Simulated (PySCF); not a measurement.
C3H2IOP.
Numbering: `[I:1][c:2]1[o:3][cH:4][cH:5][p:6]1` (hydrogens: H7 on C4; H8 on C5)

Computed with PBE0-D3(BJ)/def2-SVP geometry optimisation, gas phase, def2 core potentials past Kr (PySCF 2.14.0).

(1) List the bond lengths and angles at this level.

Results:

(1) 
```tsv
bond	length (Å)
I1–C2	2.072
C2–O3	1.337
O3–C4	1.347
C4–C5	1.356
C5–P6	1.783
C2–P6	1.719
C4–H7	1.089
C5–H8	1.090
```

A selection of angles:
```tsv
angle	degrees
I1–C2–O3	115.2
I1–C2–P6	128.7
O3–C2–P6	116.1
C2–O3–C4	111.4
O3–C4–C5	114.8
O3–C4–H7	114.1
C5–C4–H7	131.1
C4–C5–P6	111.1
C4–C5–H8	123.3
P6–C5–H8	125.6
C2–P6–C5	86.6
```

The 5-membered ring C2–O3–C4–C5–P6 has internal angles of 86.6° to 116.1°; it is planar, 0.00 Å rms from its mean plane, widest ring torsion 0°. The C–P distances run from 1.719 Å (C2–P6, aromatic) to 1.783 Å (C5–P6, aromatic), a spread of 0.064 Å. The 6 heavy atoms lie in one plane (0.001 Å rms). O3 (furan-type oxygen) is bent (angle 111.4°). P6 (phosphorus bonded to 2 C) is bent (angle 86.6°).

Point group: Cs (tolerance 0.08 Å). No PBE0-D3(BJ)/def2-SVP frequencies stand behind this structure, so it isn't proved a minimum.

The run took 44 s wall on an Intel Xeon Platinum 8488C with one thread, shared host with 192 logical CPUs at a one-minute load of 30, and the process peaked at 0.47 GiB of memory. That covers the optimisation of the geometry.
